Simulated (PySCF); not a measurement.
C3H4, charge -1, doublet, at a GFN2-xTB geometry (a state made from the parent by changing its charge; the spin is typed, not shown lowest) (in this run its highest filled SCF level lies above zero, so its values depend strongly on the basis, on diffuse functions most of all); PySCF with PBE/6-31G.

PySCF was given this input:
```python
from pyscf import gto, scf, dft

mol = gto.M(
    atom='''
C     1.24322362   -0.11733483    0.06798327
C    -0.00318420    0.40993186    0.09138401
C    -1.24156856   -0.09573677   -0.11548223
H     1.55199330   -1.00396287   -0.52298740
H     2.09459145    0.41698877    0.50205590
H    -2.10217797    0.55969452   -0.28432890
H    -1.53523195   -1.15388194    0.04195012
''',
    basis='6-31g',
    charge=-1,
    spin=1,
    verbose=4,
)

mf = dft.UKS(mol)
mf.xc = 'pbe'
mf.kernel()
mo_i, mo_e, stable_i, stable_e = mf.stability(internal=True, external=False, return_status=True, nroots=6, tol=1e-6)
print('internally stable:', stable_i, ' externally stable:', stable_e)
if not stable_i:
    umf = mf.copy()
    umf.scf_summary = {}
    umf.kernel(umf.make_rdm1(mo_i, mf.mo_occ))
```

The log (banner, timings and long lists left out):

```
PySCF version 2.14.0

[INPUT] verbose = 4
[INPUT] num. atoms = 7
[INPUT] num. electrons = 23
[INPUT] charge = -1
[INPUT] spin (= nelec alpha-beta = 2S) = 1
[INPUT] symmetry False subgroup None
[INPUT] Mole.unit = angstrom
[INPUT] Symbol           X                Y                Z      unit          X                Y                Z       unit  Magmom
[INPUT]  1 C      1.243223620000  -0.117334830000   0.067983270000 AA    2.349352153390  -0.221730693572   0.128469761352 Bohr   0.0
[INPUT]  2 C     -0.003184200000   0.409931860000   0.091384010000 AA   -0.006017265926   0.774658945134   0.172690751065 Bohr   0.0
[INPUT]  3 C     -1.241568560000  -0.095736770000  -0.115482230000 AA   -2.346224543271  -0.180916275350  -0.218229786954 Bohr   0.0
[INPUT]  4 H      1.551993300000  -1.003962870000  -0.522987400000 AA    2.932842284160  -1.897214863532  -0.988302952598 Bohr   0.0
[INPUT]  5 H      2.094591450000   0.416988770000   0.502055900000 AA    3.958204183356   0.787994572319   0.948748150222 Bohr   0.0
[INPUT]  6 H     -2.102177970000   0.559694520000  -0.284328900000 AA   -3.972540628394   1.057669356220  -0.537303750299 Bohr   0.0
[INPUT]  7 H     -1.535231950000  -1.153881940000   0.041950120000 AA   -2.901167923182  -2.180520846682   0.079274237693 Bohr   0.0

nuclear repulsion = 58.3160061797671
number of shells = 23
number of NR pGTOs = 82
number of NR cGTOs = 35
basis = 6-31g
ecp = {}

******** <class 'pyscf.dft.uks.UKS'> ********
method = UKS
initial guess = minao
damping factor = 0
level_shift factor = 0
DIIS = <class 'pyscf.scf.diis.CDIIS'>
diis_start_cycle = 1
diis_space = 8
diis_damp = 0
SCF conv_tol = 1e-09
SCF conv_tol_grad = None
SCF max_cycles = 50
direct_scf = True
direct_scf_tol = 1e-13
number electrons alpha = 12  beta = 11
XC library pyscf.dft.libxc version 7.1.2
    S. Lehtola, C. Steigemann, M. J. T. Oliveira, and M. A. L. Marques,  SoftwareX 7, 1–5 (2018)
XC functionals = pbe
    J. P. Perdew, K. Burke, and M. Ernzerhof,  Phys. Rev. Lett. 77, 3865 (1996)
    J. P. Perdew, K. Burke, and M. Ernzerhof,  Phys. Rev. Lett. 78, 1396 (1997)
    J. P. Perdew, K. Burke, and M. Ernzerhof,  Phys. Rev. Lett. 77, 3865 (1996)
    J. P. Perdew, K. Burke, and M. Ernzerhof,  Phys. Rev. Lett. 78, 1396 (1997)
radial grids:
    Treutler-Ahlrichs [JCP 102, 346 (1995); DOI:10.1063/1.469408] (M4) radial grids

becke partition: Becke, JCP 88, 2547 (1988); DOI:10.1063/1.454033
pruning grids: <function nwchem_prune>
grids dens level: 3
symmetrized grids: False
atomic radii adjust function: <function treutler_atomic_radii_adjust>
small_rho_cutoff = 0
Set gradient conv threshold to 3.16228e-05
tot grids = 81592
init E= -116.52359886485

cycle= 1 E= -116.268103728594  delta_E= 0.255  |g|= 0.44  |ddm|= 1.82
cycle= 2 E= -116.140194376973  delta_E= 0.128  |g|= 0.627  |ddm|= 2.09
cycle= 3 E= -116.388608537202  delta_E= -0.248  |g|= 0.121  |ddm|= 1.49
cycle= 4 E= -116.396545951112  delta_E= -0.00794  |g|= 0.0386  |ddm|= 0.189
cycle= 5 E= -116.39740982155  delta_E= -0.000864  |g|= 0.00229  |ddm|= 0.0464
cycle= 6 E= -116.397414121108  delta_E= -4.3e-06  |g|= 0.000586  |ddm|= 0.00699
cycle= 7 E= -116.397414450035  delta_E= -3.29e-07  |g|= 0.000286  |ddm|= 0.00138
cycle= 8 E= -116.397414530129  delta_E= -8.01e-08  |g|= 5.86e-05  |ddm|= 0.000859
cycle= 9 E= -116.39741453462  delta_E= -4.49e-09  |g|= 1.79e-05  |ddm|= 0.000202
cycle= 10 E= -116.397414534669  delta_E= -4.89e-11  |g|= 1.65e-05  |ddm|= 4.39e-05
Extra cycle  E= -116.397414533697  delta_E= 9.72e-10  |g|= 4.27e-05  |ddm|= 7.54e-05
converged SCF energy = -116.397414533697  <S^2> = 0.75142226  2S+1 = 2.0014218
uhf_internal: lowest eigs of H = [0.16553681 0.25321406 0.29078122 0.32620388 0.34805899 0.37527869]
<class 'pyscf.dft.uks.UKS'> wavefunction is stable in the internal stability analysis
internally stable: True  externally stable: None
```
